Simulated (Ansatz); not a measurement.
CH11NSi4, SMILES [SiH3][SiH](/C=N\[SiH3])[SiH3]. Atoms are numbered in the order given.

```xyz
17

Si     3.0258    -0.6455    -0.4007
N      1.6890    -0.4378    -1.5266
C      0.4668    -0.1732    -1.2916
Si    -0.4014     0.1060     0.4053
Si    -2.1228    -1.4775     0.6263
Si    -1.3533     2.2540     0.4038
H      4.2511    -0.9500    -1.1865
H      3.2580     0.6052     0.3887
H      2.7624    -1.7800     0.5400
H     -0.2164    -0.0849    -2.1704
H      0.5992    -0.0339     1.5102
H     -2.9122    -1.2228     1.8700
H     -3.0341    -1.3575    -0.5535
H     -1.5707    -2.8653     0.6731
H     -0.2979     3.3069     0.3019
H     -2.1470     2.4757     1.6510
H     -2.2682     2.3685    -0.7739
```
Charge 0, spin multiplicity 1.

Geometry optimised at r2SCAN-D4/def2-SVP. The structure was generated by enumeration; whether it is a known compound was not checked. The values are those of a single conformer.

Two levels are set side by side: PBE-D3(BJ)/def2-SVP (Ansatz, a first-principles code) and r2SCAN-D4/def2-SVP (Ansatz). Each level has its own optimised geometry; the coordinates shown are those of the second. Differences are taken from unrounded values.

```tsv
quantity	r2SCAN-D4	PBE-D3(BJ)	PBE-D3(BJ) minus r2SCAN-D4
mean bond length (Å)	1.608	1.617	0.010
bond Si1–N2 (Å)	1.760	1.774	0.014
bond N2–C3 (Å)	1.272	1.279	0.006
bond C3–Si4 (Å)	1.926	1.934	0.007
bond Si4–Si5 (Å)	2.349	2.355	0.006
bond Si4–Si6 (Å)	2.349	2.355	0.006
bond Si1–H7 (Å)	1.487	1.498	0.011
bond Si1–H8 (Å)	1.497	1.508	0.011
bond Si1–H9 (Å)	1.497	1.508	0.011
bond C3–H10 (Å)	1.117	1.123	0.006
bond Si4–H11 (Å)	1.497	1.508	0.010
bond Si5–H12 (Å)	1.495	1.506	0.011
bond Si5–H13 (Å)	1.496	1.506	0.010
bond Si5–H14 (Å)	1.494	1.505	0.011
bond Si6–H15 (Å)	1.494	1.505	0.011
bond Si6–H16 (Å)	1.495	1.506	0.011
bond Si6–H17 (Å)	1.496	1.506	0.010
```

Here PBE gives about what the other level gives.
